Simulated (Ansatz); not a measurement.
Computed with Ansatz on PBE0-D4/def2-TZVP structures; ΔE is electronic, products minus reactants. CCSD(T)/CBS adds triple-zeta CCSD(T) − MP2 to the extrapolated MP2 energy (def2 sets, frozen cores). DFT in def2-TZVPP. HSE06 is defined as in plane-wave codes. Each species was taken in one conformer, which may not be the lowest.

Reaction (ligand exchange at the Al–C bond): `C[CH](C)[AlH][OH]` + CH₃NH₂ → `C[NH][AlH][OH]` + `CCC`

`C[CH](C)[AlH][OH]`:

Cartesian coordinates in Å:
```
C -1.262 1.130 0.223
C -0.453 -0.167 0.236
C -0.547 -0.902 -1.100
Al 1.391 0.116 0.840
O 2.596 -0.885 0.176
H -0.894 1.825 -0.540
H -1.225 1.655 1.182
H -2.317 0.940 -0.007
H -0.895 -0.819 1.007
H -0.142 -0.297 -1.917
H 0.009 -1.843 -1.094
H -1.589 -1.129 -1.356
H 1.811 1.204 1.923
H 3.515 -0.827 0.429
```

CH₃NH₂:

Cartesian coordinates in Å:
```
C 0.093 0.244 0.505
N -0.289 -0.611 -0.606
H 0.630 1.163 0.228
H 0.727 -0.318 1.193
H -0.801 0.536 1.061
H 0.527 -0.902 -1.129
H -0.887 -0.112 -1.252
```

`C[NH][AlH][OH]`:

```xyz
10

C    -0.439   -0.647   -1.190
N     0.606   -0.510   -0.201
Al    0.684    0.530    1.227
O    -0.580    1.585    1.636
H    -0.846   -1.665   -1.233
H    -1.273    0.018   -0.950
H    -0.101   -0.381   -2.199
H     1.389   -1.116   -0.394
H     1.952    0.488    2.157
H    -1.392    1.697    1.148
```

`CCC`:

```xyz
11

C     1.020    0.261    0.737
C     0.226    0.145   -0.553
C    -1.187   -0.368   -0.328
H     1.105   -0.709    1.235
H     0.534    0.947    1.437
H     2.031    0.632    0.557
H     0.185    1.122   -1.046
H     0.750   -0.521   -1.246
H    -1.742   -0.446   -1.265
H    -1.745    0.297    0.337
H    -1.175   -1.359    0.135
```

| level | ΔE (kJ/mol) |
| --- | --- |
| LDA (SPW92) | -109.9 |
| r2SCAN-D4 | -115.8 |
| PBE0-D4 | -109.0 |
| r2SCAN0-D4 | -116.1 |
| HSE06-D4 | -108.8 |
| ωB97X-V | -113.3 |
| CCSD(T)/def2-SVP | -116.8 |
| MP2/CBS(def2) | -116.1 |

Problem. What does CCSD(T)/CBS give? (Best estimate.)

Solution. Ansatz gave: -114.5 kJ/mol. The listed levels differ from it by 4.6, -1.3, 5.5, -1.6, 5.7, 1.2, -2.3, -1.6 kJ/mol.

Largest T1 diagnostic among the species: 0.011.

In def2-TZVPP, CCSD(T) changes the Hartree–Fock value by +11.9 kJ/mol (the triples alone add +1.9 kJ/mol) and MP2 by +10.4 kJ/mol. Leaving LDA and LC-ωPBE aside and taking each functional with its dispersion term where it has one, the values, not all of them listed here, spread over 14.0 kJ/mol, from BHLYP-D4 to revPBE-D4. The D4 term adds +3.1 kJ/mol with B3LYP and +1.8 kJ/mol with PBE0; it sums over pairs of atoms, weighted by their polarisabilities, and B3LYP, whose exchange is more repulsive, gets the larger term.

B3LYP here is the variant with VWN-RPA as its local correlation; programs differ in this.
